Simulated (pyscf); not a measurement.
**•H₂C–SiH₂–Cl, doublet**

Gas-phase minimum from PySCF at ωB97X-D3(BJ)/def2-SVP, one conformer. •H₂C–SiH₂–Cl lies 11.1 kcal/mol over its isomer H₃C–SiH•–Cl, and others may lie lower still (electronic energy, ωB97M-D3(BJ)). 

```
Si
H 1 1.4860
H 1 1.4860 2 110.77
C 1 1.8444 2 110.81 3 123.39
H 4 1.0961 1 122.37 2 -155.06
H 4 1.0961 5 115.03 1 174.97
Cl 1 2.0787 2 107.22 3 -116.67
```
Charge 0, spin multiplicity 2.

Properties at ωB97X-D3(BJ)/def2-SVP:

```json
{
 "harmonic_wavenumbers_unscaled": "69, 205, 492, 538, 607, 704, 782, 849, 894, 964, 1386, 2281, 2284, 3164, 3272 cm⁻¹",
 "zero_point_energy": "26.4 kcal/mol",
 "rotational_symmetry_number": "1",
 "Entropy of this conformer at 298 K and 1 atm, rigid rotor and harmonic oscillator, modes under 100 cm⁻¹ raised to 100": "307.1 J/(mol K)",
 "dipole_moment": "1.89 D",
 "Spin expectation value S2": "0.753"
}
```

Single-point totals, which compare only within one level (frozen core for MP2 and CC):

| level | total energy (hartree) |
|---|---|
| ωB97X-D3(BJ)/def2-TZVP | -790.28802 |
| PBE/def2-TZVP | -789.82985 |
| r²SCAN/def2-TZVP | -790.15265 |
| B3LYP-D3(BJ)/def2-TZVP | -790.28236 |
| PBE0-D3(BJ)/def2-TZVP | -789.91176 |
| M06-2X/def2-TZVP | -790.17037 |
| ωB97M-D3(BJ)/def2-TZVP | -790.33232 |
| UHF/def2-TZVPP | -788.68393 |
| MP2/def2-TZVPP | -789.13835 |
| CCSD/def2-TZVPP | -789.18741 |
| CCSD(T)/def2-TZVPP | -789.20616 |

Soft torsions are taken as harmonic, which can shift the entropy by several J/(mol K). The CCSD(T) − MP2 part came from Ansatz, without density fitting, on the same reference.
